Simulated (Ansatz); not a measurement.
Two structures of SiNH6Cl2F, closed shell, reached by relaxing down either side of one saddle point (PBE0-D4/def2-TZVP). Energies are electronic, without zero-point energy. Ansatz 0.2.0; basis: def2-TZVPP and def2-QZVPP; cores frozen in the correlated methods. Extrapolation: Hartree–Fock as exp(−7.88 √X), correlation as X^−2.97. First:

Si1  (-0.356, 1.170, -1.731)
Cl2  (-0.777, -0.832, -1.854)
H3  (-0.155, 1.640, -3.117)
H4  (-1.433, 1.883, -1.034)
Cl5  (1.432, 1.441, -0.765)
H6  (-0.553, -0.122, 1.372)
F7  (-1.204, 0.583, 1.209)
H8  (0.406, -1.927, 0.746)
N9  (0.565, -1.255, 1.487)
H10  (1.468, -0.826, 1.320)
H11  (0.608, -1.754, 2.366)
(Å)

Second:

Si1  (-0.510, 1.042, -1.140)
Cl2  (-0.935, -1.048, -1.524)
H3  (0.024, 1.192, -2.527)
H4  (-1.574, 2.081, -1.160)
Cl5  (1.463, 1.430, -0.332)
H6  (-0.223, -0.338, 1.153)
F7  (-1.011, 0.723, 0.531)
H8  (0.311, -1.770, 0.509)
N9  (0.521, -1.111, 1.264)
H10  (1.404, -0.640, 1.054)
H11  (0.530, -1.559, 2.173)
(Å)

(1) Which bonds change from the first to the second?

(2) Give the saddle point's structure and its height above each. (To be estimated.)

The search had been set up for a ligand exchange through a proton shuttle (forming Si1–F7, H6–N9, Cl2–H8, breaking Si1–Cl2, H6–F7, H8–N9); from that guess it ended on this step instead.

The T1 diagnostic stays at or below 0.010. The start structure is not quite a true minimum (one mode of 34i cm⁻¹).

Results:

(1) SiH₂Cl₂ ([Cl][SiH2][Cl]) + NH₃ + HF → SiH₂Cl₂F ([F][SiH2]([Cl])[Cl]) + NH₄; bonds formed: Si1–F7, H6–N9; bonds broken: H6–F7.

(2) The calculation gives: 31.5 kJ/mol above the first and 9.9 kJ/mol above the second (CCSD(T) at an estimated basis limit (MP2 extrapolated from triple and quadruple zeta, plus CCSD(T) − MP2 in triple zeta)).
```xyz
11
angstrom
Si -0.4734 1.0796 -1.3005
Cl -0.8743 -0.9521 -1.6729
H -0.1205 1.4094 -2.7103
H -1.5808 2.0119 -1.0120
Cl 1.4480 1.4502 -0.5284
H -0.2588 -0.2418 1.0372
F -0.9284 0.6054 0.6184
H 0.3961 -1.8973 0.6715
N 0.5269 -1.1566 1.3543
H 1.4669 -0.7860 1.2528
H 0.3983 -1.5227 2.2901
```

Labels in which every atom is bracketed show which atoms are joined, not bond orders.

For scale, one of the runs: CCSD(T)/def2-TZVPP, 272 basis functions, launched by `ansatz run in.yaml --threads 8 --pin off --events-out ev --progress --plain --max-ram 19148MiB`. Hardware: 8 CPU threads of an Arm Neoverse V2, shared host. Wall time 2.2 min; peak host memory 7 GiB.
